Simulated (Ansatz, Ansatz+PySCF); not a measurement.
```yaml
atoms:
  - { symbol: C, position_ang: [1.3623, 0.0121, 0.0339] }
  - { symbol: C, position_ang: [0.7390, 1.2517, -0.0288] }
  - { symbol: C, position_ang: [-0.6509, 1.2490, -0.0283] }
  - { symbol: C, position_ang: [-1.3186, -0.0144, -0.0478] }
  - { symbol: C, position_ang: [-0.6646, -1.2442, 0.0199] }
  - { symbol: C, position_ang: [0.7588, -1.2731, -0.0114] }
  - { symbol: H, position_ang: [1.3187, 2.1185, -0.0001] }
  - { symbol: H, position_ang: [-1.1559, 2.1569, -0.0428] }
  - { symbol: H, position_ang: [-2.4358, 0.0267, -0.0367] }
  - { symbol: H, position_ang: [-1.1827, -2.1724, -0.0478] }
  - { symbol: H, position_ang: [1.3234, -2.2108, -0.0255] }
```

Basis set: def2-SVP (spherical functions). Frozen core: 6 orbitals. Correlation on ROHF uses semicanonical orbitals with singles. Charge 0, multiplicity 2.

Computed with Ansatz (development build ahead of 0.2.0); each method stands on the lowest determinant of its kind that the runs found. Restricted functionals stand beside restricted open-shell atoms, which can lie above the unrestricted atoms usual in DFT and then raise those values.

Give the atomization energy at this shape (free ground-state atoms in the same class of orbitals less the molecule, no zero-point energy) of doublet C6H5 by ωB97X (unrestricted), ωB97X (restricted open-shell), r²SCAN (unrestricted), r²SCAN (restricted open-shell), PBE0 (unrestricted), PBE0 (restricted open-shell), PBE (unrestricted), PBE (restricted open-shell), ROHF-MP2, UHF-MP2, UHF, ROHF.

```json
{"method": "ωB97X (unrestricted)", "atomization energy": "5255.8 kJ/mol"}
{"method": "ωB97X (restricted open-shell)", "atomization energy": "5292.8 kJ/mol"}
{"method": "r²SCAN (unrestricted)", "atomization energy": "5318.3 kJ/mol"}
{"method": "r²SCAN (restricted open-shell)", "atomization energy": "5357.0 kJ/mol"}
{"method": "PBE0 (unrestricted)", "atomization energy": "5357.6 kJ/mol"}
{"method": "PBE0 (restricted open-shell)", "atomization energy": "5378.8 kJ/mol"}
{"method": "PBE (unrestricted)", "atomization energy": "5461.7 kJ/mol"}
{"method": "PBE (restricted open-shell)", "atomization energy": "5478.2 kJ/mol"}
{"method": "ROHF-MP2", "atomization energy": "5135.9 kJ/mol"}
{"method": "UHF-MP2", "atomization energy": "5023.3 kJ/mol"}
{"method": "UHF", "atomization energy": "3986.6 kJ/mol"}
{"method": "ROHF", "atomization energy": "4006.6 kJ/mol"}
```

Caution: the shape is not the minimum. Caution for UHF-MP2, UHF: the unrestricted determinant is spin contaminated.
